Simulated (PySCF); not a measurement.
Record of a relaxation.

Species: C2H5PSe.
Numbering: `[Se:1]=[PH:2]1[CH2:3][CH2:4]1` (hydrogens: H5 on P2; H6, H7 on C3; H8, H9 on C4)

Method: PBE0-D3(BJ)/def2-SVP geometry optimisation, gas phase (PySCF 2.14.0); density fitting, grid level 1; the optimiser is geomeTRIC in internal coordinates, started from a GFN2-xTB structure with every atom displaced at random (about 0.01 Å). The frame can shift and turn from step to step; on so coarse a grid that alone can change the energy by a few meV, and forces under 0.02 eV/Å are noise.

Step 0: E = -76767.1888 eV, largest atomic force 1.440 eV/Å
```
atom  x, y, z in Å  |  force x, y, z in eV/Å
Se1     2.707   -0.081   -0.989   -0.274   0.012   0.331
P2      1.020   -0.021    0.262    0.104  -0.345  -1.206
C3     -0.619   -0.759   -0.103    0.851   1.129   0.272
C4     -0.537    0.780   -0.106   -0.678  -0.637   0.693
H5      1.107   -0.015    1.643    0.146   0.009   0.782
H6     -1.166   -1.232    0.691   -0.351  -0.349   0.571
H7     -0.694   -1.240   -1.058   -0.026  -0.372  -0.730
H8     -1.098    1.291    0.677    0.087   0.118   0.261
H9     -0.662    1.260   -1.052    0.140   0.435  -0.975
```

Step 1: E = -76767.2136 eV, largest atomic force 0.697 eV/Å
```
atom  x, y, z in Å  |  force x, y, z in eV/Å
Se1     2.473    1.315   -0.671    0.271  -0.112  -0.238
P2      0.930    0.328    0.299    0.113   0.410   0.552
C3     -0.240   -0.950   -0.201   -0.243  -0.569  -0.215
C4     -0.812    0.457   -0.124   -0.313   0.316  -0.211
H5      0.987    0.248    1.720   -0.094  -0.085  -0.187
H6     -0.597   -1.643    0.574    0.237  -0.017  -0.107
H7     -0.137   -1.414   -1.195    0.046   0.144   0.211
H8     -1.547    0.686    0.653   -0.041  -0.021  -0.004
H9     -0.997    0.962   -1.084    0.024  -0.065   0.199
```

Step 2: E = -76767.2592 eV, largest atomic force 0.241 eV/Å
```
atom  x, y, z in Å  |  force x, y, z in eV/Å
Se1     2.506    1.226   -0.709    0.012  -0.066  -0.001
P2      0.914    0.361    0.319    0.121   0.139  -0.018
C3     -0.232   -0.937   -0.208   -0.150  -0.084   0.170
C4     -0.836    0.465   -0.113   -0.038   0.013  -0.137
H5      0.962    0.265    1.732   -0.044  -0.035  -0.019
H6     -0.552   -1.656    0.555    0.068  -0.043  -0.025
H7     -0.096   -1.382   -1.200    0.042   0.101  -0.012
H8     -1.581    0.678    0.660   -0.001  -0.050   0.015
H9     -1.025    0.970   -1.066   -0.010   0.025   0.028
```

Step 3: E = -76767.2657 eV, largest atomic force 0.154 eV/Å
```
atom  x, y, z in Å  |  force x, y, z in eV/Å
Se1     2.523    1.187   -0.717   -0.017  -0.001   0.009
P2      0.909    0.375    0.319    0.055   0.004  -0.030
C3     -0.231   -0.930   -0.206   -0.065  -0.009   0.139
C4     -0.846    0.468   -0.111    0.020  -0.025  -0.082
H5      0.950    0.270    1.730   -0.018   0.003   0.017
H6     -0.531   -1.662    0.552    0.003  -0.023  -0.023
H7     -0.080   -1.360   -1.200    0.026   0.053  -0.046
H8     -1.594    0.667    0.664    0.023  -0.006   0.023
H9     -1.042    0.975   -1.061   -0.025   0.006  -0.007
```

Step 4: E = -76767.2672 eV, largest atomic force 0.078 eV/Å
```
atom  x, y, z in Å  |  force x, y, z in eV/Å
Se1     2.526    1.174   -0.721   -0.006   0.016   0.010
P2      0.909    0.377    0.321    0.014  -0.025  -0.024
C3     -0.232   -0.929   -0.203   -0.020  -0.009   0.075
C4     -0.848    0.468   -0.111    0.018  -0.011  -0.045
H5      0.945    0.275    1.733   -0.009   0.012   0.007
H6     -0.527   -1.667    0.549   -0.019  -0.016  -0.021
H7     -0.074   -1.349   -1.201    0.021   0.029  -0.021
H8     -1.593    0.665    0.666    0.022   0.006   0.021
H9     -1.047    0.974   -1.061   -0.022  -0.004  -0.002
```

Step 5: E = -76767.2685 eV, largest atomic force 0.046 eV/Å
```
atom  x, y, z in Å  |  force x, y, z in eV/Å
Se1     2.530    1.164   -0.724    0.000   0.020   0.009
P2      0.910    0.378    0.321   -0.026  -0.038   0.001
C3     -0.233   -0.929   -0.200    0.027  -0.004   0.002
C4     -0.848    0.466   -0.112    0.010   0.018  -0.013
H5      0.937    0.285    1.734    0.005   0.014  -0.003
H6     -0.530   -1.676    0.544   -0.022  -0.008  -0.015
H7     -0.065   -1.335   -1.203    0.007  -0.001   0.005
H8     -1.586    0.666    0.673    0.016   0.009   0.011
H9     -1.056    0.971   -1.061   -0.018  -0.009   0.003
```

Step 6: E = -76767.2689 eV, largest atomic force 0.042 eV/Å
```
atom  x, y, z in Å  |  force x, y, z in eV/Å
Se1     2.531    1.160   -0.724    0.004   0.015   0.008
P2      0.910    0.377    0.321   -0.032  -0.027   0.003
C3     -0.233   -0.930   -0.199    0.030   0.003  -0.014
C4     -0.848    0.466   -0.112    0.007   0.019  -0.006
H5      0.934    0.293    1.734    0.008   0.007  -0.004
H6     -0.535   -1.681    0.538   -0.013  -0.004  -0.008
H7     -0.060   -1.330   -1.204    0.000  -0.009   0.010
H8     -1.579    0.668    0.677    0.006   0.001   0.005
H9     -1.062    0.968   -1.061   -0.011  -0.005   0.005
```

Step 7: E = -76767.2690 eV, largest atomic force 0.020 eV/Å
```
atom  x, y, z in Å  |  force x, y, z in eV/Å
Se1     2.532    1.160   -0.723    0.000   0.009   0.007
P2      0.910    0.376    0.320   -0.016  -0.012   0.003
C3     -0.233   -0.931   -0.199    0.015   0.004  -0.009
C4     -0.847    0.466   -0.112    0.005   0.010  -0.007
H5      0.933    0.297    1.734    0.005   0.001  -0.001
H6     -0.538   -1.683    0.536   -0.003  -0.001  -0.002
H7     -0.058   -1.330   -1.204   -0.002  -0.006   0.004
H8     -1.575    0.669    0.680    0.001  -0.004   0.003
H9     -1.066    0.966   -1.061   -0.005   0.000   0.003
```

Problem. Summarise the path.

Solution. The energy falls by 1.85 kcal/mol from step 0 to step 7; nine tenths of that is first reached at step 3. It falls at every step. The largest force goes from 1.440 to 0.020 eV/Å. Among the bonds P2–H5 changes most, from 1.383 to 1.416 Å; the atoms move by 0.032 Å rms after alignment.

What follows is the cost of the whole optimisation. On one thread, Arm Neoverse V2 (aarch64), on a shared host, this took 26 s of wall time and 0.42 GiB of memory at its peak.
